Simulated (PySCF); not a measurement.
PySCF job for CH3ClF2OSi, SMILES OC[Si](F)(F)Cl, TDA-PBE/def2-SVPD. The structure is a stationary point at B3LYP-D3(BJ)/def2-SVP. This is a generated structure with no PubChem entry under its InChIKey; it may be hypothetical. The values are those of a single conformer.

```python
import numpy as np
from pyscf import gto, scf, dft, tdscf

mol = gto.M(
    atom='''
    O    -2.36418457    0.16180900    0.17325128
    C    -1.45737142   -0.85829443   -0.20254602
    Si    0.31478780   -0.35687183    0.12529187
    F     0.67605834   -0.32168495    1.69328481
    F     1.35896190   -1.36966353   -0.56941499
    Cl    0.60830234    1.53132009   -0.63811623
    H    -2.14899077    0.95947352   -0.33088319
    H    -1.56316062   -1.16817010   -1.26301787
    H    -1.69349451   -1.75010819    0.40222822
    ''',
    basis='def2-SVPD',
    charge=0,
    spin=0,
    max_memory=1600,
    verbose=4,
)
mf = dft.RKS(mol, xc='pbe').density_fit(auxbasis='def2-universal-jkfit')
mf.grids.level = 3
mf.conv_tol = 1e-9
mf.max_cycle = 100
mf.kernel()
mf.grids = dft.Grids(mol).set(level=1).build(with_non0tab=True)  # coarser grid for the response kernel
td = tdscf.TDA(mf)
td.singlet = True
td.nstates = 10
td.conv_tol = 1e-4
td.positive_eig_threshold = 1e-6
td.kernel(x0=td.get_init_guess(mf, 15))
td.analyze()
tt = tdscf.TDA(mf)
tt.singlet = False
tt.nstates = 4
tt.conv_tol = 1e-4
tt.positive_eig_threshold = 1e-6
tt.kernel(x0=tt.get_init_guess(mf, 9))
tt.analyze(verbose=3)
```

Log of the run:

```
PySCF version 2.14.0

[INPUT] verbose = 4
[INPUT] num. atoms = 9
[INPUT] num. electrons = 66
[INPUT] charge = 0
[INPUT] spin (= nelec alpha-beta = 2S) = 0
[INPUT] symmetry False subgroup None
[INPUT] Mole.unit = angstrom
[INPUT] Symbol           X                Y                Z      unit          X                Y                Z       unit  Magmom
[INPUT]  1 O     -2.364184570000   0.161809000000   0.173251280000 AA   -4.467661345223   0.305774694490   0.327397469930 Bohr   0.0
[INPUT]  2 C     -1.457371420000  -0.858294430000  -0.202546020000 AA   -2.754032845568  -1.621941406940  -0.382756505421 Bohr   0.0
[INPUT]  3 Si     0.314787800000  -0.356871830000   0.125291870000 AA    0.594862729354  -0.674390020272   0.236767319935 Bohr   0.0
[INPUT]  4 F      0.676058340000  -0.321684950000   1.693284810000 AA    1.277565106828  -0.607896453894   3.199844541786 Bohr   0.0
[INPUT]  5 F      1.358961900000  -1.369663530000  -0.569414990000 AA    2.568065804719  -2.588288954505  -1.076038382322 Bohr   0.0
[INPUT]  6 Cl     0.608302340000   1.531320090000  -0.638116230000 AA    1.149524823532   2.893775579144  -1.205864910340 Bohr   0.0
[INPUT]  7 H     -2.148990770000   0.959473520000  -0.330883190000 AA   -4.061003999518   1.813142176572  -0.625278608322 Bohr   0.0
[INPUT]  8 H     -1.563160620000  -1.168170100000  -1.263017870000 AA   -2.953945460505  -2.207521555906  -2.386757864732 Bohr   0.0
[INPUT]  9 H     -1.693494510000  -1.750108190000   0.402228220000 AA   -3.200240817355  -3.307225167458   0.760101175371 Bohr   0.0

nuclear repulsion = 397.945400223451
number of shells = 68
number of NR pGTOs = 246
number of NR cGTOs = 164
basis = def2-SVPD
ecp = {}


[settings echo left out]
init E= -1064.02764635136
  HOMO = -0.327674545205925  LUMO = -0.0537902090528357  gap/eV = 7.45277
cycle= 1 E= -1063.42529525152  delta_E= 0.602  |g|= 0.928  |ddm|= 4.02
  HOMO = -0.123285159183592  LUMO = -0.0318259819436939  gap/eV = 2.48873
cycle= 2 E= -1062.82051590122  delta_E= 0.605  |g|= 2.04  |ddm|= 2.48
  HOMO = -0.259359858777513  LUMO = -0.0351013983213515  gap/eV = 6.10238
cycle= 3 E= -1063.58169122811  delta_E= -0.761  |g|= 0.161  |ddm|=  1.7
  HOMO = -0.251836312474527  LUMO = -0.0384908456114652  gap/eV = 5.80543
cycle= 4 E= -1063.58648943686  delta_E= -0.0048  |g|= 0.0834  |ddm|= 0.257
  HOMO = -0.254409496367615  LUMO = -0.0382503850569496  gap/eV = 5.88199
cycle= 5 E= -1063.58779057236  delta_E= -0.0013  |g|= 0.0265  |ddm|= 0.0845
  HOMO = -0.252701165168996  LUMO = -0.0374776089976381  gap/eV = 5.85653
cycle= 6 E= -1063.58790743188  delta_E= -0.000117  |g|= 0.0082  |ddm|= 0.0298
  HOMO = -0.253220375320597  LUMO = -0.0375494571130668  gap/eV = 5.86870
cycle= 7 E= -1063.5879217039  delta_E= -1.43e-05  |g|= 0.00175  |ddm|= 0.0103
  HOMO = -0.253283761655791  LUMO = -0.0376065036656792  gap/eV = 5.86888
cycle= 8 E= -1063.58792234663  delta_E= -6.43e-07  |g|= 0.000447  |ddm|= 0.00261
  HOMO = -0.253293965082808  LUMO = -0.0375989462667139  gap/eV = 5.86936
cycle= 9 E= -1063.58792238225  delta_E= -3.56e-08  |g|= 0.000224  |ddm|= 0.000668
  HOMO = -0.253305686245322  LUMO = -0.0375970760584097  gap/eV = 5.86973
cycle= 10 E= -1063.58792239187  delta_E= -9.62e-09  |g|= 3.98e-05  |ddm|= 0.000251
  HOMO = -0.253303232849393  LUMO = -0.0375986254665635  gap/eV = 5.86962
cycle= 11 E= -1063.5879223921  delta_E= -2.31e-10  |g|= 2.42e-05  |ddm|= 7.6e-05
  HOMO = -0.253306063340482  LUMO = -0.037599104276032  gap/eV = 5.86969
Extra cycle  E= -1063.5879223918  delta_E= 2.99e-10  |g|= 4.32e-05  |ddm|= 8.05e-05
converged SCF energy = -1063.5879223918
tot grids = 41104
Overwritten attributes  positive_eig_threshold  of <class 'pyscf.tdscf.rks.TDA'>


******** <class 'pyscf.tdscf.rks.TDA'> for <class 'pyscf.df.df_jk.DFRKS'> ********
nstates = 10 singlet
deg_eia_thresh = 1.000e-03
wfnsym = None
conv_tol = 0.0001
eigh lindep = 1e-12
eigh level_shift = 0
eigh max_cycle = 100


Excitation energies (eV)
[5.96746108 6.41234791 7.04044413 7.12548068 7.44111464 7.63702272
 7.85518707 7.88420129 7.95565713 8.03962218]

** Singlet excitation energies and oscillator strengths **
Excited State   1:      5.96746 eV    207.77 nm  f=0.0119
      33 -> 34       -0.69934
Excited State   2:      6.41235 eV    193.35 nm  f=0.0320
      33 -> 35       -0.69592
Excited State   3:      7.04044 eV    176.10 nm  f=0.0040
      33 -> 36       -0.64870
      33 -> 37        0.26469
Excited State   4:      7.12548 eV    174.00 nm  f=0.0131
      33 -> 36       -0.26160
      33 -> 37       -0.64427
Excited State   5:      7.44111 eV    166.62 nm  f=0.0097
      33 -> 38        0.69496
Excited State   6:      7.63702 eV    162.35 nm  f=0.0261
      32 -> 34       -0.67713
Excited State   7:      7.85519 eV    157.84 nm  f=0.0358
      30 -> 34       -0.27327
      31 -> 34        0.63108
Excited State   8:      7.88420 eV    157.26 nm  f=0.0359
      30 -> 34       -0.52857
      31 -> 34       -0.25302
      32 -> 34       -0.11871
      32 -> 35        0.35434
Excited State   9:      7.95566 eV    155.84 nm  f=0.0371
      30 -> 34        0.35405
      30 -> 35        0.15315
      32 -> 35        0.56580
      33 -> 40       -0.10874
Excited State  10:      8.03962 eV    154.22 nm  f=0.0195
      33 -> 39       -0.68978

** Transition electric dipole moments (AU) **
state          X           Y           Z        Dip. S.      Osc.
  1         0.1772      0.2232      0.0151      0.0814      0.0119
  2         0.4265     -0.0529      0.1380      0.2038      0.0320
  3         0.0850     -0.0421      0.1194      0.0232      0.0040
  4        -0.1491     -0.1003      0.2073      0.0753      0.0131
  5        -0.0473     -0.2157     -0.0683      0.0534      0.0097
  6        -0.2021     -0.2526     -0.1870      0.1396      0.0261
  7         0.3273      0.0615     -0.2741      0.1860      0.0358
  8        -0.3997      0.0483     -0.1545      0.1860      0.0359
  9         0.4303     -0.0128      0.0720      0.1905      0.0371
 10        -0.0063     -0.1795     -0.2581      0.0989      0.0195

** Transition velocity dipole moments (imaginary part, AU) **
state          X           Y           Z        Dip. S.      Osc.
  1         0.0191      0.0238     -0.0083      0.0010      0.0030
  2         0.0815      0.0264      0.0520      0.0101      0.0285
  3         0.0267     -0.0102     -0.0079      0.0009      0.0023
  4        -0.0243     -0.0060      0.0153      0.0009      0.0022
  5        -0.0241     -0.0393     -0.0276      0.0029      0.0070
  6        -0.0488     -0.0511     -0.0472      0.0072      0.0172
  7         0.0811      0.0042     -0.0680      0.0112      0.0259
  8        -0.0972      0.0228     -0.0441      0.0119      0.0274
  9         0.1101      0.0131      0.0159      0.0126      0.0286
 10        -0.0134     -0.0422     -0.0530      0.0048      0.0108

** Transition magnetic dipole moments (imaginary part, AU) **
state          X           Y           Z
  1         0.2174      0.3198     -0.4931
  2        -0.1223     -0.3612     -0.0330
  3         0.2265      0.1309     -0.2324
  4         0.3221      0.0573     -0.0851
  5        -0.0883     -0.0440     -0.0749
  6         0.5068      0.1790      0.3539
  7         0.2934     -0.1584      0.1895
  8         0.0536     -0.0740     -0.6802
  9        -0.1258      0.5012      0.3319
 10        -0.0925      0.0573     -0.2588


******** <class 'pyscf.tdscf.rks.TDA'> for <class 'pyscf.df.df_jk.DFRKS'> ********
nstates = 4 triplet
deg_eia_thresh = 1.000e-03
wfnsym = None
conv_tol = 0.0001
eigh lindep = 1e-12
eigh level_shift = 0
eigh max_cycle = 100


Excitation energies (eV)
[5.71047905 6.04347786 6.72867857 6.90602347]

** Triplet excitation energies and oscillator strengths **
Excited State   1:      5.71048 eV    217.12 nm  f=0.0000
Excited State   2:      6.04348 eV    205.15 nm  f=0.0000
Excited State   3:      6.72868 eV    184.26 nm  f=0.0000
Excited State   4:      6.90602 eV    179.53 nm  f=0.0000
```

Self-consistency was reached.
